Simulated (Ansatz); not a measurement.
Reaction (ligand exchange at a Ge–F bond): `[OH][GeH2][F]` + `SS` → `[OH][GeH2][S]S` + H–F

Computed with Ansatz on PBE0-D4/def2-TZVP structures; ΔE is electronic, products minus reactants. CBS: MP2 limit from def2 TZ/QZ plus the TZ coupled-cluster correction, frozen cores. This one scheme is used for every species. Functionals use def2-TZVPP. For Ge outer-core shells are correlated without core-valence functions, which leaves a few kJ/mol of doubt a bond. Scalar relativity is left out up to krypton. One conformer a species, not always the lowest.

| level | ΔE (kJ/mol) |
| --- | --- |
| PBE0-D4 | 10.6 |
| r2SCAN0-D4 | 17.8 |
| CAM-B3LYP-D4 | 29.4 |
| revPBE | 21.8 |
| BHLYP | 35.2 |
| MP2/def2-TZVPP | 12.2 |
| CCSD(T)/def2-TZVPP | 18.2 |
| SCS-MP2/def2-QZVPP | 20.7 |

(1) What does CCSD(T)/CBS give? (Best estimate.)

Largest T1 diagnostic among the species: 0.012.

Results:

(1) Ansatz gave: +12.5 kJ/mol. The listed levels differ from it by -1.9, 5.3, 16.9, 9.3, 22.7, -0.3, 5.7, 8.2 kJ/mol.

In def2-TZVPP, CCSD(T) changes the Hartree–Fock value by −27.7 kJ/mol (the triples alone add −4.9 kJ/mol) and MP2 by −33.7 kJ/mol. The D4 term adds −12.9 kJ/mol with B3LYP and −7.0 kJ/mol with PBE0; it sums over pairs of atoms, weighted by their polarisabilities, and B3LYP, whose exchange is more repulsive, gets the larger term. At CCSD(T), def2-SVP lies +19.6 kJ/mol from the extrapolated value and def2-TZVPP +5.8 kJ/mol.

B3LYP here is the variant with VWN-RPA as its local correlation; programs differ in this.
